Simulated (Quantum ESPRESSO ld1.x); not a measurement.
Co17+, 10 electrons, occupied as [Ne].

All-electron calculation, scalar-relativistic Kohn-Sham, PW91, spin-unpolarised, spherical densities, point nucleus. Program: ld1.x of Quantum ESPRESSO 7.5.

Energy parts (Ry):
| part | energy |
|---|---|
| total | -2494.955 |
| kinetic | 2531.121 |
| electron-nucleus | -5439.219 |
| Hartree | 498.573 |
| exchange-correlation | -85.429 |

Orbitals (lengths in bohr, moments of r in powers of bohr; <r^-3> diverges for s and p1/2):
[
 {"orbital": "1s", "occ.": "2", "eigenvalue (Ry)": "-603.3896", "<r^2>": "0.004240", "<r^-3>": "-"},
 {"orbital": "2s", "occ.": "2", "eigenvalue (Ry)": "-108.6075", "<r^2>": "0.07415", "<r^-3>": "-"},
 {"orbital": "2p", "occ.": "6", "eigenvalue (Ry)": "-99.5654", "<r^2>": "0.05914", "<r^-3>": "570.1"}
]

The highest occupied level is 2p at -1354.7 eV. For comparison, the ionisation energy in NIST's Atomic Spectra Database is 1397.2 eV (measured). In exact Kohn-Sham theory the highest level is minus the ionisation energy, but local and semilocal functionals leave it too shallow, through self-interaction and a potential that decays too fast; potentials with the right tail come closer.
